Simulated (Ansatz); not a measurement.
Reaction (ligand exchange at a B–O bond): `C=CCOB(O)O` + `CSS` → `CSSB(O)O` + `C=CCO`

Computed with Ansatz on PBE0-D4/def2-TZVP structures; ΔE is electronic, products minus reactants. CCSD(T)/CBS is the MP2 limit (def2-TZVPP, def2-QZVPP) plus CCSD(T) − MP2 in def2-TZVPP, frozen cores. Functionals use def2-TZVPP. B3LYP here is the variant with VWN-RPA as its local correlation; programs differ in this. Each species was taken in one conformer, which may not be the lowest.

`C=CCOB(O)O`:

Cartesian coordinates in Å:
```
C -0.899 1.872 -1.903
C -1.033 0.924 -0.988
C 0.051 -0.020 -0.600
O 0.220 0.008 0.810
B 0.703 -1.072 1.484
O 0.864 -1.000 2.841
O 1.024 -2.224 0.825
H -1.726 2.515 -2.181
H 0.045 2.034 -2.413
H -1.984 0.784 -0.479
H -0.200 -1.037 -0.920
H 0.990 0.260 -1.088
H 0.605 -0.143 3.186
H 1.339 -2.902 1.427
```

`CSS`:

Z-matrix (Å, degrees):
```
C
S 1 1.802
H 1 1.089 2 110.8
H 1 1.090 2 111.1 3 123.0
H 1 1.093 2 106.0 3 -118.4
S 2 2.037 1 103.0 3 -56.7
H 6 1.349 2 99.3 1 -87.6
```

`CSSB(O)O`:

Cartesian coordinates in Å:
```
C -0.100 1.981 -0.774
S -0.497 1.375 0.878
S -1.504 -0.367 0.472
B -0.105 -1.574 0.487
O 1.166 -1.210 0.774
O -0.440 -2.855 0.195
H 0.423 2.929 -0.632
H -1.012 2.153 -1.344
H 0.549 1.283 -1.301
H 1.205 -0.267 1.001
H 0.316 -3.447 0.244
```

`C=CCO`:

Cartesian coordinates in Å:
```
C 1.264 -0.898 0.111
C 0.475 0.006 -0.453
C -0.972 0.172 -0.130
O -1.273 1.482 0.312
H 0.881 -1.595 0.851
H 2.313 -0.983 -0.148
H 0.877 0.702 -1.186
H -1.279 -0.583 0.607
H -1.581 0.022 -1.027
H -0.703 1.674 1.062
```

```json
{"level": "B2PLYP", "ΔE (kcal/mol)": "13.6"}
{"level": "PBE", "ΔE (kcal/mol)": "10.0"}
{"level": "B3LYP", "ΔE (kcal/mol)": "14.4"}
{"level": "CCSD/CBS(def2)", "ΔE (kcal/mol)": "14.2"}
```

Task: What does CCSD(T)/CBS give? (An estimate is asked.)

Result: Ansatz gave: +12.7 kcal/mol. The listed levels differ from it by 0.9, -2.7, 1.7, 1.5 kcal/mol.

Largest T1 diagnostic among the species: 0.013.

From PBE to PBE0 (25 % exact exchange), in def2-TZVPP and without D4, ΔE moves by +1.6 kcal/mol. The D4 term adds −1.5 kcal/mol with B3LYP and −0.7 kcal/mol with PBE0; it sums over pairs of atoms, weighted by their polarisabilities, and B3LYP, whose exchange is more repulsive, gets the larger term. In def2-TZVPP, CCSD(T) changes the Hartree–Fock value by −6.4 kcal/mol (the triples alone add −1.5 kcal/mol) and MP2 by −7.9 kcal/mol.
